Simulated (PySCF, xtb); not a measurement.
B(Cl)(OMe)(SeH) (CH₄BClOSe), SMILES COB(Cl)[SeH].

GFN2-xTB run with xtb at its own geometry gives an orbital gap of 4.72 eV and a dipole moment of 2.56 D.

Coordinates come from a B3LYP-D3(BJ)/def2-SVP optimisation. This is a generated structure with no PubChem entry under its InChIKey; it may be hypothetical. The values are those of a single conformer.

What does M06-2X/def2-TZVP run with PySCF give? (An estimate is asked for; the answer gives what the named calculation found.)

gap 9.21 eV (levels -8.59 and 0.63 eV), dipole 1.93 D.
